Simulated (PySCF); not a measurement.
Excitations are Tamm–Dancoff values on a coarser integration grid. The basis has no diffuse functions, so Rydberg states are missing or too high.

## H₉GaSi₃, SMILES `[SiH3][Ga]([SiH3])[SiH3]` (charge 0, multiplicity 1)

The numbers are results of PBE-D3(BJ)/def2-TZVP // r2SCAN-D4/def2-TZVP (PySCF), not measurements.

The HOMO comes out as -6.30 eV and the dipole moment is 0.07 D. The LUMO is -3.37 eV and the HOMO–LUMO gap comes out as 2.93 eV. The S1 excitation (TDA) comes out as 3.17 eV. The S1 oscillator strength comes out as 0.000, the T1 excitation (TDA) is 2.65 eV and the S1–T1 gap (TDA) is 0.51 eV. The total energy comes out as -2798.0019 Ha and the cost comes out as roughly 2.5 core-minutes.

Bond lengths (Å): Si1–Ga2 2.411, Si1–H5 1.493, Si1–H6 1.488, Si1–H7 1.489, Ga2–Si3 2.412, Ga2–Si4 2.412, Si3–H8 1.492, Si3–H9 1.489, Si3–H10 1.489, Si4–H11 1.489, Si4–H12 1.489, Si4–H13 1.492. Angles (°): Ga2–Si1–H5 107.1, Ga2–Si1–H6 113.4, Ga2–Si1–H7 113.1, H5–Si1–H6 107.4, H5–Si1–H7 107.4, H6–Si1–H7 108.2, Si1–Ga2–Si3 119.9, Si1–Ga2–Si4 120.3, Si3–Ga2–Si4 119.8, Ga2–Si3–H8 107.5, Ga2–Si3–H9 113.0, Ga2–Si3–H10 113.1, H8–Si3–H9 107.4, H8–Si3–H10 107.4, H9–Si3–H10 108.2, Ga2–Si4–H11 113.2, Ga2–Si4–H12 112.9, Ga2–Si4–H13 107.5, H11–Si4–H12 108.2, H11–Si4–H13 107.4, H12–Si4–H13 107.4.
Charge 0, spin multiplicity 1.
